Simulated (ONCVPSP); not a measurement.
Before and after: ONCV potential for cobalt

```
Element                 : cobalt
Generator               : ONCVPSP 4.0.1
Type                    : optimised norm-conserving Vanderbilt (ONCV)
Functional              : PBEsol
Relativity              : scalar-relativistic
Frozen core             : [Ar]
Valence charge          : 9
Reference configuration : 3d7 4s2
Partial waves           : 4s: rc 2.35 bohr, ncon 4, nbas 8, qcut 3.3 1/bohr, 2 projectors, debl 3.8 Ha; p scattering state at 0.43 Ha: rc 1.90 bohr, ncon 5, nbas 9, qcut 4.8 1/bohr, 1 projector; 3d: rc 1.25 bohr, ncon 3, nbas 7, qcut 12.9 1/bohr, 2 projectors, debl 3.6 Ha; f scattering state at 0.29 Ha: rc 2.15 bohr, ncon 3, nbas 8, qcut 5.2 1/bohr, 1 projector
Local potential         : polynomial inside 1.20 bohr (lpopt 5, dvloc0 0 Ha)
Core correction         : none
```

Change: all radii scaled by about 1.17 (s 2.74, p 2.22, d 1.46, f 2.52 bohr); local potential polynomial inside 1.40 bohr (lpopt 5, dvloc0 0 Ha). In the p channel the program set the typed energies aside and used 0.050 Ha.

Cutoffs: the cutoffs (Ha) at which the residual kinetic energy of the hardest occupied pseudo-wave falls to 1 and 0.1 mHa per electron; they do not see the model core or the augmentation charge, which bear on the density cutoff. Errors are all-electron minus pseudo energies relative to the spin-unpolarised reference configuration.

Problem. Predict the effect on cutoff, ghosts and configuration errors.

Solution. The potential gets softer (62 Ha and 70 Ha → 55 Ha and 62 Ha); the lowest positive-energy flag moves from p at 32.4 eV to s at 80.8 eV; of the 4 tests that both files solve, the error grows in 1 and shrinks in 2 by more than 15 % and 0.3 meV (median size 14.7 → 8.7 meV); neither file shows a bound ghost. A larger radius leaves more room for a smooth pseudo-wave, so fewer plane waves are needed.

| quantity | base | changed |
| --- | --- | --- |
| cutoff, loose | 62 Ha | 55 Ha |
| cutoff, tight | 70 Ha | 62 Ha |
| loose cutoff by channel | s 4.4 Ha, d 62 Ha | s 3.8 Ha, d 55 Ha |
| bound ghosts | none | none |
| GHOST(+) flags under 300 eV | p at 32.4 eV, s at 48.2 eV | s at 80.8 eV |
| error for 3d7 4s1, meV [ΔE 9.05 eV] | -5.0 | -5.4 |
| error for 3d7 4s0, meV [ΔE 25.74 eV] | +1.6 | -8.5 |
| error for 3d6 4s0, meV [ΔE 61.58 eV] | +84 | -8.8 |
| error for 3d7.5 4s1.5, meV [ΔE -0.96 eV] | -24 | -15 |
